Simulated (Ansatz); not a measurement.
Si₁₆OH₂₈⁺, relaxed as a doublet with UKS PBE-D4/def2-SVP in Ansatz, starting from the PBE-D4/def2-SVP geometry of the neutral singlet. Force threshold 0.03 eV/Å.

Single mean-field runs in def2-SVP are fitted with def2-universal-jkfit.

Start:

```xyz
45

Si    0.1722   -3.9489   -0.8975
Si   -1.0204    1.3391   -3.6515
Si   -2.0538    2.6384   -0.4436
O    -1.4823   -0.9308   -1.0064
Si    3.0881   -1.2224   -0.8569
Si    1.8757    0.6944   -0.1846
Si    1.5944    0.7782    2.1583
Si    2.2732   -3.1513    2.3111
Si   -0.0819    4.3498    1.7200
Si   -0.7951   -0.7836   -2.6706
Si   -1.7118   -2.6203   -0.4357
Si    2.2555   -3.2641   -0.0401
Si   -2.0174    0.3799    0.2173
Si   -2.8870    2.3323   -2.6233
Si    0.0118    3.7724   -0.5840
Si    1.0232   -1.3162    3.0928
Si    0.0771    2.3855    3.0153
H    -0.2470   -5.2402   -0.2306
H     0.2149   -4.1965   -2.3827
H    -1.1850    0.9477   -5.1019
H     0.2646    2.0912   -3.4628
H    -3.2684    2.9290    0.4356
H     3.2176   -1.2829   -2.3604
H     4.4828   -1.1311   -0.2840
H     0.5504    0.6511   -0.9061
H     2.6618    1.8706   -0.6863
H     2.9886    1.0638    2.6715
H     1.7702   -4.4476    2.8985
H     3.7203   -2.9831    2.7037
H    -1.2860    5.0684    2.3007
H     1.1210    5.1690    2.1422
H    -1.6473   -1.8147   -3.3676
H     0.5844   -1.3672   -2.5403
H    -2.9646   -3.0796   -1.1251
H    -1.9577   -2.4607    1.0327
H     3.1630   -4.3898   -0.4858
H    -3.3820   -0.1971    0.5146
H    -1.1194   -0.0341    1.3471
H    -4.0409    1.3738   -2.8107
H    -3.2109    3.6200   -3.3350
H    -0.7719    5.0186   -1.0586
H    -0.4316   -1.6350    2.8451
H     1.2023   -1.2284    4.5897
H    -1.2612    1.6784    3.0836
H     0.5104    2.5741    4.4521
```

Q: Estimate the energy that the relaxation releases and the steps that it takes.

A: 0.92 eV, in 12 steps; 96 s on 2 threads of AMD EPYC 7R13 on a shared host and a share (18 GiB) of an NVIDIA H100 80GB HBM3. No frequencies were taken in this run, so the end may be a saddle point.

Q: Does the start keep its bonding and symmetry?

A: By distances, no bond broke or formed. The bond that changes most is O4–Si13, from 1.87 to 1.83 Å (atoms count from 1).

Q: Predict the relaxed structure.

A: 
| atom | x (Å) | y (Å) | z (Å) |
| --- | --- | --- | --- |
| Si1 | 0.256 | -3.931 | -0.927 |
| Si2 | -0.993 | 1.335 | -3.588 |
| Si3 | -2.398 | 2.460 | -0.514 |
| O4 | -1.574 | -0.990 | -0.986 |
| Si5 | 3.054 | -1.056 | -0.870 |
| Si6 | 1.747 | 0.739 | -0.069 |
| Si7 | 1.575 | 0.721 | 2.284 |
| Si8 | 2.320 | -3.131 | 2.289 |
| Si9 | 0.286 | 4.328 | 1.808 |
| Si10 | -0.847 | -0.811 | -2.637 |
| Si11 | -1.706 | -2.729 | -0.430 |
| Si12 | 2.305 | -3.141 | -0.068 |
| Si13 | -2.191 | 0.232 | 0.227 |
| Si14 | -2.970 | 2.321 | -2.789 |
| Si15 | -0.400 | 3.649 | -0.323 |
| Si16 | 0.971 | -1.398 | 3.133 |
| Si17 | 0.122 | 2.384 | 3.123 |
| H18 | -0.090 | -5.241 | -0.260 |
| H19 | 0.282 | -4.140 | -2.416 |
| H20 | -0.959 | 1.028 | -5.061 |
| H21 | 0.226 | 2.114 | -3.179 |
| H22 | -3.536 | 2.904 | 0.378 |
| H23 | 3.109 | -1.034 | -2.376 |
| H24 | 4.447 | -0.877 | -0.324 |
| H25 | 0.370 | 0.629 | -0.694 |
| H26 | 2.329 | 2.038 | -0.566 |
| H27 | 2.972 | 1.026 | 2.766 |
| H28 | 1.845 | -4.466 | 2.802 |
| H29 | 3.746 | -2.900 | 2.713 |
| H30 | -0.578 | 5.446 | 2.335 |
| H31 | 1.715 | 4.789 | 1.701 |
| H32 | -1.674 | -1.820 | -3.382 |
| H33 | 0.541 | -1.355 | -2.466 |
| H34 | -2.946 | -3.205 | -1.125 |
| H35 | -1.957 | -2.549 | 1.036 |
| H36 | 3.267 | -4.196 | -0.560 |
| H37 | -3.539 | -0.365 | 0.519 |
| H38 | -1.275 | -0.001 | 1.387 |
| H39 | -4.127 | 1.392 | -3.033 |
| H40 | -3.206 | 3.673 | -3.398 |
| H41 | -0.255 | 4.620 | -1.468 |
| H42 | -0.465 | -1.685 | 2.768 |
| H43 | 1.060 | -1.342 | 4.636 |
| H44 | -1.303 | 1.893 | 3.032 |
| H45 | 0.444 | 2.640 | 4.570 |
Bond lengths: 16 × Si–Si 2.33 to 2.36 Å; 3 × O–Si 1.81 to 1.83 Å; 28 × H–Si 1.50 to 1.52 Å.
